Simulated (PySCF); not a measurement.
Molecule: SMILES C[Si](C)(C)Cl, C$_{3}$H$_{9}$ClSi.

Molfile (atoms numbered from 1):
```
C3H9ClSi
     RDKit          3D

 14 13  0  0  0  0  0  0  0  0999 V2000
   -0.5215    1.6479   -0.4991 C   0  0  0  0  0  0  0  0  0  0  0  0
    0.1020    0.1076    0.3583 Si  0  0  0  0  0  4  0  0  0  0  0  0
    1.6340   -0.5840   -0.4606 C   0  0  0  0  0  0  0  0  0  0  0  0
   -1.2357   -1.1889    0.5184 C   0  0  0  0  0  0  0  0  0  0  0  0
    0.6538    0.6746    2.2970 Cl  0  0  0  0  0  0  0  0  0  0  0  0
   -0.8167    1.4313   -1.5382 H   0  0  0  0  0  0  0  0  0  0  0  0
   -1.3959    2.0571    0.0297 H   0  0  0  0  0  0  0  0  0  0  0  0
    0.2590    2.4238   -0.5166 H   0  0  0  0  0  0  0  0  0  0  0  0
    2.0131   -1.4498    0.1036 H   0  0  0  0  0  0  0  0  0  0  0  0
    1.4169   -0.9122   -1.4898 H   0  0  0  0  0  0  0  0  0  0  0  0
    2.4324    0.1724   -0.5005 H   0  0  0  0  0  0  0  0  0  0  0  0
   -1.5758   -1.5217   -0.4757 H   0  0  0  0  0  0  0  0  0  0  0  0
   -2.1049   -0.7909    1.0637 H   0  0  0  0  0  0  0  0  0  0  0  0
   -0.8622   -2.0679    1.0654 H   0  0  0  0  0  0  0  0  0  0  0  0
  1  2  1  0
  2  3  1  0
  2  4  1  0
  2  5  1  0
  1  6  1  0
  1  7  1  0
  1  8  1  0
  3  9  1  0
  3 10  1  0
  3 11  1  0
  4 12  1  0
  4 13  1  0
  4 14  1  0
M  END
```

Geometry PBE0-D3(BJ)/def2-SVP throughout; GIAO in PySCF 2.14.0 with density-fitted response routines, gas phase, one conformer, non-relativistic; equivalent atoms averaged; basis pcSseg-1.

Problem. How do the absolute shieldings σ depend on the functional? (ppm; last column core-seconds on shared hosts with different chips, so compare them loosely)

Solution. 
```tsv
functional	kind	C1/C3/C4	Si2	Cl5	H6/H7/H8/H9/H10/H11/H12/H13/H14	core-s
HF	Hartree–Fock	187.7	361.3	985.6	31.36	5
LDA	LDA	176.1	270.8	887.3	30.49	12
PBE	GGA	175.9	292.4	907.6	30.87	15
BLYP	GGA	171.2	282.1	903.3	31.05	15
BP86	GGA	175.5	291.4	907.7	30.94	15
OPBE	GGA	181.6	321.4	930.6	30.89	15
KT2	GGA	179.0	320.4	914.6	30.86	15
KT3	GGA	178.6	328.3	927.2	31.00	15
B97-D	GGA	175.4	307.9	919.6	31.09	14
B3LYP	global hybrid	175.3	297.8	922.1	31.07	10
PBE0	global hybrid	180.6	311.4	931.0	30.94	30
mPW1PW91	global hybrid	179.7	310.5	932.4	30.99	11
WP04	global hybrid	168.8	301.8	930.5	31.23	12
B97-2	global hybrid	180.0	318.4	935.7	31.05	12
BHandHLYP	global hybrid	180.3	320.7	946.4	31.12	11
CAM-B3LYP	range-separated hybrid	178.6	302.8	930.1	31.01	16
wB97X-D	range-separated hybrid	180.7	312.5	933.3	31.06	16
LC-wPBE	range-separated hybrid	184.9	317.7	948.4	31.00	23
```

Problem. Which nucleus moves most, in ppm?

Solution. Cl5 (chlorine bonded to Si): from 887.3 ppm with LDA to 985.6 ppm with HF. The smallest spread is 0.87 ppm, at H6/H7/H8/H9/H10/H11/H12/H13/H14. Proton shifts span only some 12 ppm, so a few tenths of a ppm matter as much there as several ppm in carbon.
